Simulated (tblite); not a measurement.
Compound: C6H9FO2Si.
Z-matrix (Å and degrees, GFN2-xTB geometry), rows numbered from 1:
```
C 
O   1  1.4014
Si  2  1.6087  1  131.45
C   3  1.9096  2  111.27  1   175.18
C   4  1.5158  3   89.58  2  -117.61
C   5  1.4680  4  124.48  3  -176.36
C   6  1.5079  5  115.53  4  -175.26
O   6  1.2127  5  121.63  4     5.08
C   5  1.3453  4  103.27  3     2.66
F   9  1.3484  3  138.07  2   -76.97
H   1  1.0913  2  110.48  3   -69.56
H   1  1.0912  2  110.82  3    51.28
H   1  1.0899  2  107.71  3   171.01
H   3  1.4584  2  114.18  1   -44.17
H   4  1.0864  3  117.27  2   127.69
H   4  1.0870  3  117.30  2    -2.66
H   7  1.0884  6  109.49  5   -62.78
H   7  1.0864  6  110.02  5   176.74
H   7  1.0878  6  110.04  5    55.42
```

Computed values, GFN2-xTB/tblite, gas phase, harmonic and unscaled. The method is semi-empirical: single wavenumbers can be off by several per cent or more. Modes of hydrogen on silicon can be 10 to 20 % off. One conformer, not necessarily the lowest.

Harmonic wavenumbers (cm⁻¹): 39.9, 46.9, 73.3, 79.8, 128.8, 150.5, 160.4, 188.0, 231.4, 268.6, 292.6, 336.1, 421.5, 468.8, 525.7, 567.4, 601.0, 654.3, 675.1, 721.8, 762.7, 815.5, 845.6, 975.6, 983.6, 1058.5, 1097.3, 1122.4, 1126.8, 1137.9, 1166.4, 1173.6, 1293.5, 1367.0, 1409.4, 1455.2, 1457.7, 1458.5, 1472.3, 1476.3, 1622.4, 1717.1, 2297.1, 2969.9, 2978.5, 3001.2, 3010.2, 3023.3, 3029.9, 3034.1, 3057.0.

A = 2304, B = 633.7, C = 534.8 MHz; mass 160.036 u (most abundant isotopes); point group C1, symmetry number 1.

**Question.** What is the zero-point energy?

**Answer.** Half the sum of the wavenumbers: 30014 cm⁻¹ = 359.05 kJ/mol.

**Question.** What is S at 298.15 K and 1 bar for an ideal gas of classical rigid rotors and harmonic oscillators?

**Answer.** Translation 172.15, rotation 127.19, vibration 168.50: S = 467.8 J/(mol K).

**Question.** And Cp and H(298.15 K) − H(0)?

**Answer.** Cp = 185.36 J/(mol K), of which vibrations give 152.10 (their classical limit is 51 R = 424.0); H(298.15 K) − H(0) = 34.96 kJ/mol without the zero-point energy, 25.04 from vibrations.

**Question.** What must be added to the electronic energy to get the Gibbs energy at 298.15 K and 1 bar?

**Answer.** ZPE + [H(298.15 K) − H(0)] − T·S = 359.05 + 34.96 − 139.49 = 254.52 kJ/mol.

**Question.** Blend soft modes into free rotors: weight 1/[1 + (100 cm⁻¹/ν̃)⁴] for the oscillator and the rest for a rotor with moment μB/(μ + B), μ = h/(8π²ν), B = 10⁻⁴⁴ kg m². What vibrational entropy results?

**Answer.** 151.16 J/(mol K) in place of 168.50, which changes −T·S at 298.15 K by +5.17 kJ/mol.

**Question.** How do the functions run with temperature in this model?

**Answer.** 
| T (K) | S (J/(mol K)) | Cp (J/(mol K)) | H − H(0) (kJ/mol) | G − H(0) (kJ/mol) | ln q(vib) |
| --- | --- | --- | --- | --- | --- |
| 150 | 364.5 | 122.1 | 12.14 | -42.54 | 4.85 |
| 250 | 437.0 | 165.2 | 26.52 | -82.74 | 8.50 |
| 400 | 528.0 | 225.1 | 55.90 | -155.29 | 13.51 |
| 600 | 631.5 | 285.7 | 107.37 | -271.53 | 19.63 |
| 900 | 759.3 | 343.3 | 202.49 | -480.85 | 27.84 |

q(vib) and H(0) count from the zero-point level.

**Question.** Which modes carry the vibrational entropy at 298.15 K?

**Answer.** 39.9 cm⁻¹: 22.02; 46.9 cm⁻¹: 20.69; 73.3 cm⁻¹: 17.00; 79.8 cm⁻¹: 16.30; 128.8 cm⁻¹: 12.40; 150.5 cm⁻¹: 11.15 J/(mol K); the other 45 give 68.93 together.

Hindered rotation and anharmonicity are outside this model. Other conformers, if any are populated, would add a mixing term that is left out. The structure is chiral; the term R ln 2 for an equal mix with its mirror image is left out.
